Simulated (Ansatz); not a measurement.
Relaxation of C2H6BrNSi (11 atoms, charge 0, multiplicity 1), to a largest force component of 0.02 eV/Å in at most 50 steps.

These are results of RKS PBE0-D4/def2-SVP in Ansatz 0.2.0, not measurements.

```xyz
11
Properties=species:S:1:pos:R:3:forces:R:3
N 0.250 1.956 0.851 -0.64 2.29 -0.89
C 0.290 0.764 1.205 0.94 -1.56 1.21
Si -0.647 -0.576 0.254 0.77 -0.26 0.85
C -0.019 -0.666 -1.494 -1.61 -1.09 -0.52
Br 1.760 -1.294 -1.629 0.75 -0.09 0.01
H 0.761 2.614 1.462 0.10 -0.41 -0.15
H 0.930 0.465 2.076 -0.32 -0.20 -0.07
H -0.361 -1.871 0.939 -0.01 -0.10 -0.04
H -2.082 -0.336 0.377 -0.66 0.21 -0.23
H -0.677 -1.399 -2.038 0.51 0.52 0.24
H -0.140 0.287 -1.982 0.17 0.68 -0.40
```

Task: Where does it end, and by what steps?

Result: It converged. After 20 steps the energy has fallen by 0.206 eV; H7 moved furthest, 0.55 Å.

```
step  energy less start (eV)  largest force component (eV/Å)  accepted
   0                  0.0000                           2.291       yes
   1                 -0.1013                           0.981       yes
   2                 -0.1685                           0.557       yes
   3                 -0.1828                           0.374       yes
   4                 -0.1937                           0.079       yes
   5                 -0.1953                           0.044       yes
   6                 -0.1966                           0.097       yes
   7                 -0.1974                           0.083       yes
   8                 -0.1982                           0.193       yes
   9                 -0.1995                           0.162       yes
  10                 -0.2014                           0.177       yes
  11                 -0.2040                           0.080       yes
  12                 -0.2037                           0.086        no
  13                 -0.2045                           0.045       yes
  14                 -0.2050                           0.041       yes
  15                 -0.2051                           0.038       yes
  16                 -0.2043                           0.233        no
  17                 -0.2052                           0.075       yes
  18                 -0.2055                           0.068       yes
  19                 -0.2056                           0.033       yes
  20                 -0.2057                           0.017       yes
```

```xyz
11
Properties=species:S:1:pos:R:3
N 0.522 1.765 0.560
C 0.249 0.733 1.253
Si -0.619 -0.694 0.349
C -0.097 -0.593 -1.458
Br 1.767 -1.119 -1.635
H 0.974 2.491 1.130
H 0.484 0.656 2.336
H -0.265 -2.013 0.949
H -2.101 -0.499 0.458
H -0.686 -1.236 -2.126
H -0.163 0.452 -1.795
```

The run took 97 s on 2 threads of Arm Neoverse V1, on a shared host, peak memory 0.32 GiB.
